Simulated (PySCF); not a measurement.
Gas-phase reaction: SnF3 + 2 HF = SnH2F2 + 3 F

Computed with PySCF and rigid-rotor harmonic-oscillator thermochemistry at 1 bar. † marks an energy on the PBE0/def2-TZVP geometry and frequencies; other levels use their own. CCSD(T) freezes the core. Open shells (unrestricted): SnF3 (multiplicity 2), F (multiplicity 2); the rest are closed-shell singlets. Spin-orbit splitting is ignored; it lowers the true energy and changes the entropy of F. Sn: scalar-relativistic def2 core potential, no spin-orbit coupling. SnF3, SnH2F2: computed as isolated molecules; such fragments, hydroxides, amides, oligomers or adducts are transient or little studied in the gas. CCSD(T) isn't extrapolated to the basis-set limit.

PBE0/def2-SVP† gives ΔH°(298 K) = 918 kJ.

Task: What do CCSD(T)/def2-TZVPP†, PBE/def2-SVP, ωB97M-V/def2-TZVP† give?

Result: CCSD(T)/def2-TZVPP†: 956 kJ; PBE/def2-SVP: 1007 kJ; ωB97M-V/def2-TZVP†: 972 kJ. For scale, ΔH°(298 K) is 918 kJ at this level, 972 kJ at ωB97M-V/def2-TZVP†, and runs from 601 to 1207 kJ over the 17 levels computed.
